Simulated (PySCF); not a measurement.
Compound: C₇H₁₀O₂P (charge -1).
Atom-mapped SMILES: `[CH2:1]=[CH:2][P@:3](=[O:4])([O-:5])[C:6]1=[CH:7][CH2:8][CH2:9][CH2:10]1`

Cartesian coordinates in Å at the GFN2-xTB level; atoms count from 1:
```xyz
20
C7H10O2P angstrom
C      3.3370    0.0122    0.6551
C      2.3920    0.3275   -0.2073
P      1.3271   -0.9801   -0.9542
O      1.5271   -2.2786   -0.2517
O      1.4772   -0.9191   -2.4361
C     -0.2983   -0.2818   -0.4513
C     -1.2356    0.1971   -1.2535
C     -2.4882    0.5862   -0.5162
C     -2.0667    0.5111    0.9623
C     -0.7630   -0.3072    0.9748
H      4.0359    0.7272    1.0760
H      3.4346   -1.0125    0.9767
H      2.2638    1.3400   -0.5722
H     -1.1502    0.2857   -2.3224
H     -3.2929   -0.1239   -0.7380
H     -2.8461    1.5822   -0.7947
H     -2.8424    0.0635    1.5865
H     -1.8735    1.5176    1.3407
H     -0.9323   -1.3445    1.2739
H     -0.0106    0.1078    1.6485
```

Probes without a nucleus sit at each ring's centroid and 1 Å off its mean plane on both sides; NICS is minus the shielding there, NICSzz its component along the normal. Level: GIAO PBE0/pcSseg-1 (PySCF, non-relativistic, gas phase) on the GFN2-xTB geometry, one conformer.

Ring bond lengths (Å), with Mayer bond orders in brackets: C6–C7 1.323 (1.87), C7–C8 1.505 (1.02), C8–C9 1.539 (1.03), C9–C10 1.539 (1.02), C10–C6 1.500 (1.02).

Question: What do the NICS probes read (ppm)?

Answer: 
```json
{"ring": "C6–C7–C8–C9–C10", "type": "5-membered carbocycle; formal bonds 1 double, 4 single", "NICS(0)": "-2.5", "NICS(1), two faces": "-2.8 / -3.9", "NICS(1)zz, two faces": "-2.5 / -3.6", "rms pucker (Å)": "0.08", "centre to ring atoms, mean (Å)": "1.26"}
```

Question: What do they say, and how far can they be read as aromaticity?

Answer: 
- C6–C7–C8–C9–C10: mean NICS(1)zz -3.0 ppm, shielded. C8, C9, C10 have four or more neighbours, and the NICS criterion for π rings isn't applied.

Question: Give the inner angles of the rings and the Hirshfeld charges of the ring atoms.

Answer: 
- C6–C7–C8–C9–C10: C6 111.3° (-0.060 e), C7 112.7° (-0.071 e), C8 103.3° (-0.083 e), C9 105.4° (-0.076 e), C10 104.2° (-0.080 e); sum 536.9° against 540° for a flat convex ring.

Question: How shielded are the nuclei of the rings and their hydrogens (means over atoms taken as equivalent)?

Answer: 
| atoms | environment | σ isotropic (ppm) |
| --- | --- | --- |
| C6 | fully substituted alkene carbon | 21.6 |
| C7 | alkene CH carbon | 54.2 |
| C8 | allylic carbon | 148.2 |
| C9 | ring CH2 carbon | 160.0 |
| C10 | allylic carbon | 147.7 |
| H14 | vinylic hydrogen | 25.98 |
| H15 | methylene hydrogen | 29.37 |
| H16 | methylene hydrogen | 29.50 |
| H17 | methylene hydrogen | 30.09 |
| H18 | methylene hydrogen | 30.30 |
| H19 | methylene hydrogen | 29.01 |
| H20 | methylene hydrogen | 29.35 |
